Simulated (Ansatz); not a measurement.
Consider the cleavage of the Si–B bond: `[AlH2][SiH2]BC[SiH3]` + H–F → `F[SiH2][AlH2]` + `BC[SiH3]`.

Program: Ansatz. Geometries: PBE0-D4/def2-TZVP. ΔE: electronic, gas phase. CBS: MP2 limit from def2 TZ/QZ plus the TZ coupled-cluster correction, frozen cores. This one scheme is used for every species. DFT in def2-TZVPP. B3LYP here is the variant with VWN-RPA as its local correlation; programs differ in this. One conformer a species, not always the lowest.

**Question.** Is it downhill or uphill in electronic energy at CCSD(T)/CBS, and by how much? (Best estimate.)

**Answer.** Computed: Downhill: ΔE = -113.0 kJ/mol.

**Question.** What do these levels give: PBE-D4, r2SCAN-D4, B3LYP-D4, ωB97M-V, PBE, PBE0, SCS-MP2/def2-TZVPP, CCSD/def2-TZVPP, HF/def2-QZVPP, SCS-MP2/def2-QZVPP, HF/CBS(def2), MP2/CBS(def2)? (Estimate.)

**Answer.** Ansatz gave: PBE-D4 -91.3, r2SCAN-D4 -110.2, B3LYP-D4 -118.4, ωB97M-V -120.8, PBE -99.8, PBE0 -105.9, SCS-MP2/def2-TZVPP -126.8, CCSD/def2-TZVPP -119.5, HF/def2-QZVPP -163.7, SCS-MP2/def2-QZVPP -128.2, HF/CBS(def2) -164.1, MP2/CBS(def2) -116.0 kJ/mol.

Largest T1 diagnostic among the species: 0.014.

From PBE to PBE0 (25 % exact exchange), in def2-TZVPP and without D4, ΔE moves by −6.1 kJ/mol. In def2-TZVPP, CCSD(T) changes the Hartree–Fock value by +48.9 kJ/mol (the triples alone add +7.6 kJ/mol) and MP2 by +45.8 kJ/mol. The D4 term adds +13.5 kJ/mol with B3LYP and +7.9 kJ/mol with PBE0; it sums over pairs of atoms, weighted by their polarisabilities, and B3LYP, whose exchange is more repulsive, gets the larger term.
